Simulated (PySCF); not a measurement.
PySCF job for ZrBr₃, SMILES [Br][Zr]([Br])[Br] (connectivity only; charge and spin as stated), neutral, multiplicity 2, TDA-PBE/def2-SVPD. The structure is a stationary point at B3LYP-D3(BJ)/def2-SVP. The multiplicity is an assumed one; other spin states were not compared. The def2 effective core potentials stand for the cores of Zr; spin–orbit coupling is left out.

```python
import numpy as np
from pyscf import gto, scf, dft, tdscf

mol = gto.M(
    atom='''
    Zr   -0.00000000    0.00000000   -0.00000000
    Br    2.49517816   -0.00000000    0.00000000
    Br   -1.24758908   -2.16088767    0.00000000
    Br   -1.24758908    2.16088767    0.00000000
    ''',
    basis='def2-SVPD',
    ecp={'Zr': 'def2-svp'},
    charge=0,
    spin=1,
    max_memory=1600,
    verbose=4,
)
mf = dft.UKS(mol, xc='pbe').density_fit(auxbasis='def2-universal-jkfit')
mf.grids.level = 3
mf.conv_tol = 1e-9
mf.max_cycle = 100
mf.kernel()
fine, coarse = mf.grids, dft.Grids(mol).set(level=1).build(with_non0tab=True)
for _ in range(3):  # follow internal instabilities
    mf.grids = coarse
    mo, _, stable, _ = mf.stability(return_status=True, nroots=4)
    mf.grids = fine
    if stable:
        break
    mf.kernel(mf.make_rdm1(mo, mf.mo_occ))
mf.grids = dft.Grids(mol).set(level=1).build(with_non0tab=True)  # coarser grid for the response kernel
td = tdscf.TDA(mf)
td.nstates = 10
td.conv_tol = 1e-4
td.positive_eig_threshold = 1e-6
td.kernel(x0=td.get_init_guess(mf, 15))
td.analyze(verbose=3)
```

It prints:

```
PySCF version 2.14.0

[INPUT] verbose = 4
[INPUT] num. atoms = 4
[INPUT] num. electrons = 117
[INPUT] charge = 0
[INPUT] spin (= nelec alpha-beta = 2S) = 1
[INPUT] symmetry False subgroup None
[INPUT] Mole.unit = angstrom
[INPUT] Symbol           X                Y                Z      unit          X                Y                Z       unit  Magmom
[INPUT]  1 Zr     0.000000000000   0.000000000000   0.000000000000 AA    0.000000000000   0.000000000000   0.000000000000 Bohr   0.0
[INPUT]  2 Br     2.495178160000   0.000000000000   0.000000000000 AA    4.715203354396   0.000000000000   0.000000000000 Bohr   0.0
[INPUT]  3 Br    -1.247589080000  -2.160887670000   0.000000000000 AA   -2.357601677198  -4.083485882250   0.000000000000 Bohr   0.0
[INPUT]  4 Br    -1.247589080000   2.160887670000   0.000000000000 AA   -2.357601677198   4.083485882250   0.000000000000 Bohr   0.0

nuclear repulsion = 717.203901477471
number of shells = 57
number of NR pGTOs = 309
number of NR cGTOs = 157
basis = def2-SVPD
ecp = {'Zr': 'def2-svp'}


[settings echo left out]
init E= -7758.65760069799
  alpha nocc = 59  HOMO = -0.452676958447886  LUMO = -0.419406078589051
  beta  nocc = 58  HOMO = -0.466308526123559  LUMO = -0.452676958447874

WARN: HOMO -0.452676958447886 >= LUMO -0.452676958447874

cycle= 1 E= -7762.33634743166  delta_E= -3.68  |g|= 3.04  |ddm|= 3.85
  alpha nocc = 59  HOMO = 0.0537680228987256  LUMO = 0.0584605525865585
  beta  nocc = 58  HOMO = -0.0213123015817093  LUMO = 0.0584592509911985
  HOMO = 0.0537680228987  LUMO = 0.0584592509912  gap/eV = 0.12765
cycle= 2 E= -7738.37714040001  delta_E=   24  |g|= 3.97  |ddm|= 9.73
  alpha nocc = 59  HOMO = -0.519610178305741  LUMO = -0.488735361836154
  beta  nocc = 58  HOMO = -0.518893962418345  LUMO = -0.506699725179162
  HOMO = -0.518893962418  LUMO = -0.506699725179  gap/eV = 0.33182
cycle= 3 E= -7759.43080383125  delta_E= -21.1  |g|= 3.64  |ddm|= 9.97
  alpha nocc = 59  HOMO = -0.483544149974476  LUMO = -0.476812247953243
  beta  nocc = 58  HOMO = -0.494956079253144  LUMO = -0.480395597865486
  HOMO = -0.483544149974  LUMO = -0.480395597865  gap/eV = 0.08568
cycle= 4 E= -7755.96424802567  delta_E= 3.47  |g|= 3.94  |ddm|= 1.68
  alpha nocc = 59  HOMO = -0.462567688170357  LUMO = -0.459691311026271
  beta  nocc = 58  HOMO = -0.492624505410088  LUMO = -0.460999337940004
  HOMO = -0.46256768817  LUMO = -0.46099933794  gap/eV = 0.04268
cycle= 5 E= -7763.88593053541  delta_E= -7.92  |g|= 2.58  |ddm|= 3.55
  alpha nocc = 59  HOMO = -0.339313691811876  LUMO = -0.312175395399685
  beta  nocc = 58  HOMO = -0.360468822419406  LUMO = -0.333273960920626
  HOMO = -0.339313691812  LUMO = -0.333273960921  gap/eV = 0.16435
cycle= 6 E= -7766.46539489468  delta_E= -2.58  |g|= 1.46  |ddm|= 2.59
  alpha nocc = 59  HOMO = -0.315588537991391  LUMO = -0.297119299256705
  beta  nocc = 58  HOMO = -0.32074054954442  LUMO = -0.307017332789454
  HOMO = -0.315588537991  LUMO = -0.307017332789  gap/eV = 0.23323
cycle= 7 E= -7760.12284525552  delta_E= 6.34  |g|= 3.12  |ddm|= 2.98
  alpha nocc = 59  HOMO = -0.29621454161966  LUMO = -0.27908227482661

WARN: beta  nocc = 58  HOMO -0.300519806596983 >= LUMO -0.299687378147248


WARN: HOMO -0.29621454161966 >= LUMO -0.299687378147248

cycle= 8 E= -7762.91447466764  delta_E= -2.79  |g|=  2.8  |ddm|= 1.53
  alpha nocc = 59  HOMO = -0.297999092832535  LUMO = -0.269016589025858
  beta  nocc = 58  HOMO = -0.302674551359578  LUMO = -0.285625948888014
  HOMO = -0.297999092833  LUMO = -0.285625948888  gap/eV = 0.33669
cycle= 9 E= -7765.08838741023  delta_E= -2.17  |g|= 2.18  |ddm|= 1.36
  alpha nocc = 59  HOMO = -0.301433564939631  LUMO = -0.284365410472598
  beta  nocc = 58  HOMO = -0.302069854458231  LUMO = -0.30053001341143

WARN: HOMO -0.301433564939631 >= LUMO -0.30053001341143

cycle= 10 E= -7762.94169491949  delta_E= 2.15  |g|= 2.78  |ddm|= 1.39
  alpha nocc = 59  HOMO = -0.0731248650703975  LUMO = 0.00768186466669247
  beta  nocc = 58  HOMO = -0.23303310440461  LUMO = -0.0278530330081566
  HOMO = -0.0731248650704  LUMO = -0.0278530330082  gap/eV = 1.23191
cycle= 11 E= -7767.14227464129  delta_E= -4.2  |g|= 0.806  |ddm|=  3.3
  alpha nocc = 59  HOMO = -0.234645943694552  LUMO = -0.175708585054879
  beta  nocc = 58  HOMO = -0.282991752415223  LUMO = -0.181662291817373
  HOMO = -0.234645943695  LUMO = -0.181662291817  gap/eV = 1.44176
cycle= 12 E= -7767.43791187661  delta_E= -0.296  |g|= 0.582  |ddm|= 1.94
  alpha nocc = 59  HOMO = -0.203713817257515  LUMO = -0.146574166430869
  beta  nocc = 58  HOMO = -0.294587814647187  LUMO = -0.147119434036568
  HOMO = -0.203713817258  LUMO = -0.147119434037  gap/eV = 1.54001
cycle= 13 E= -7767.63913614117  delta_E= -0.201  |g|= 0.0947  |ddm|= 0.522
  alpha nocc = 59  HOMO = -0.186793270594812  LUMO = -0.126418138843593
  beta  nocc = 58  HOMO = -0.282633421047479  LUMO = -0.127725522083207
  HOMO = -0.186793270595  LUMO = -0.127725522083  gap/eV = 1.60732
cycle= 14 E= -7767.64496672381  delta_E= -0.00583  |g|= 0.0226  |ddm|= 0.156
  alpha nocc = 59  HOMO = -0.185824104092859  LUMO = -0.124954538514873
  beta  nocc = 58  HOMO = -0.280987243022329  LUMO = -0.126545920488279
  HOMO = -0.185824104093  LUMO = -0.126545920488  gap/eV = 1.61304
cycle= 15 E= -7767.64495939885  delta_E= 7.32e-06  |g|= 0.0152  |ddm|= 0.0293
  alpha nocc = 59  HOMO = -0.185323376162209  LUMO = -0.124533878499903
  beta  nocc = 58  HOMO = -0.28198650346699  LUMO = -0.126074375416792
  HOMO = -0.185323376162  LUMO = -0.126074375417  gap/eV = 1.61225
cycle= 16 E= -7767.64513186761  delta_E= -0.000172  |g|= 0.00361  |ddm|= 0.0243
  alpha nocc = 59  HOMO = -0.185370410357855  LUMO = -0.124564443275071
  beta  nocc = 58  HOMO = -0.282182887631668  LUMO = -0.126113720778365
  HOMO = -0.185370410358  LUMO = -0.126113720778  gap/eV = 1.61246
cycle= 17 E= -7767.64513759951  delta_E= -5.73e-06  |g|= 0.000579  |ddm|= 0.00397
  alpha nocc = 59  HOMO = -0.185397796265562  LUMO = -0.124592227859789
  beta  nocc = 58  HOMO = -0.282169741049312  LUMO = -0.126146020286517
  HOMO = -0.185397796266  LUMO = -0.126146020287  gap/eV = 1.61232
cycle= 18 E= -7767.64513782918  delta_E= -2.3e-07  |g|= 0.000145  |ddm|= 0.000961
  alpha nocc = 59  HOMO = -0.185407562099336  LUMO = -0.124597084903294
  beta  nocc = 58  HOMO = -0.282157065234456  LUMO = -0.126152700889932
  HOMO = -0.185407562099  LUMO = -0.12615270089  gap/eV = 1.61241
cycle= 19 E= -7767.64513784017  delta_E= -1.1e-08  |g|= 5.97e-05  |ddm|= 0.000234
  alpha nocc = 59  HOMO = -0.18540868878312  LUMO = -0.124597473665908
  beta  nocc = 58  HOMO = -0.282157510017343  LUMO = -0.126153299136193
  HOMO = -0.185408688783  LUMO = -0.126153299136  gap/eV = 1.61242
cycle= 20 E= -7767.64513784185  delta_E= -1.69e-09  |g|= 2.44e-05  |ddm|= 0.000107
  alpha nocc = 59  HOMO = -0.185408918763059  LUMO = -0.124597808306248
  beta  nocc = 58  HOMO = -0.282158291514499  LUMO = -0.126153594518785
  HOMO = -0.185408918763  LUMO = -0.126153594519  gap/eV = 1.61242
cycle= 21 E= -7767.64513784222  delta_E= -3.71e-10  |g|= 3.98e-06  |ddm|= 3.93e-05
  alpha nocc = 59  HOMO = -0.185408855952431  LUMO = -0.12459812997208
  beta  nocc = 58  HOMO = -0.282158097412473  LUMO = -0.126153681785849
  HOMO = -0.185408855952  LUMO = -0.126153681786  gap/eV = 1.61242
Extra cycle  E= -7767.64513784218  delta_E= 4.18e-11  |g|= 6.06e-06  |ddm|= 1.42e-05
converged SCF energy = -7767.64513784218  <S^2> = 0.75414138  2S+1 = 2.0041371
tot grids = 30208
uhf_internal: lowest eigs of H = [0.64492285 0.6467172  0.64749378 0.64952074]
<class 'pyscf.df.df_jk.DFUKS'> wavefunction is stable in the internal stability analysis
tot grids = 30208
Overwritten attributes  positive_eig_threshold  of <class 'pyscf.tdscf.uks.TDA'>


******** <class 'pyscf.tdscf.uks.TDA'> for <class 'pyscf.df.df_jk.DFUKS'> ********
nstates = 10
deg_eia_thresh = 1.000e-03
wfnsym = None
conv_tol = 0.0001
eigh lindep = 1e-12
eigh level_shift = 0
eigh max_cycle = 100


Excitation energies (eV)
[1.05150283 1.05237719 2.06518867 2.0654796  3.84765298 3.84769862
 4.03780109 4.03846702 4.1282699  4.12829018]

** Excitation energies and oscillator strengths **
Excited State   1:      1.05150 eV   1179.11 nm  f=0.0000
Excited State   2:      1.05238 eV   1178.13 nm  f=0.0000
Excited State   3:      2.06519 eV    600.35 nm  f=0.0023
Excited State   4:      2.06548 eV    600.27 nm  f=0.0023
Excited State   5:      3.84765 eV    322.23 nm  f=0.0000
Excited State   6:      3.84770 eV    322.23 nm  f=0.0000
Excited State   7:      4.03780 eV    307.06 nm  f=0.1120
Excited State   8:      4.03847 eV    307.01 nm  f=0.0000
Excited State   9:      4.12827 eV    300.33 nm  f=0.0035
Excited State  10:      4.12829 eV    300.33 nm  f=0.0035
```

The run converged.
